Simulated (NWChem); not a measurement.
C3H4BNO; SMILES OB1C=CN=C1

```xyz
10

O     -0.0011    -2.1415     0.0000
B      0.0186    -0.7906     0.0000
C      1.2614     0.1547     0.0000
C      0.7284     1.3874     0.0000
N     -0.7405     1.4699     0.0000
C     -1.2039     0.2696     0.0000
H     -0.8994    -2.5057     0.0000
H      2.3262    -0.0459     0.0000
H      1.2454     2.3432     0.0000
H     -2.2884     0.1346     0.0000
```
Atoms are numbered in this order, from 1.

Results from NWChem. Medium grid unless said otherwise, to which SCAN and Minnesota functionals are sensitive. Structure relaxed at the B3LYP/6-31G* (spherical d) level. Hybrids' shares of exact exchange are those that their runs print; pure functionals count as 0. The functionals differ in more than this share.

| row | share of exact exchange | highest occupied level (eV) |
|---|---|---|
| PBE/def2-SVP | 0.00 | -5.58 |
| TPSSh/def2-SVP | 0.10 | -6.35 |
| B3LYP/def2-SVP | 0.20 | -6.86 |
| M06-2X/def2-SVP | 0.54 | -8.33 |
| Hartree-Fock/def2-SVP | 1.00 | withheld |

Q: Fit a straight line of the last column on the one before it, predict the withheld value, and compare with the run.

A: 
1. Means of the 4 shown rows: x = 0.210, y = -6.780. Slope Σ(x − x̄)(y − ȳ)/Σ(x − x̄)² = -0.8100/0.1652 = -4.903; intercept -5.750.
2. The shown rows scatter about the line by 0.125 (root mean square); the largest residual is +0.17, at PBE/def2-SVP.
3. At x = 1.00 (Hartree-Fock/def2-SVP; beyond the shown range) the line gives -10.65.
4. The run gives -9.40, +1.25 from the line, 10.0 times the scatter.
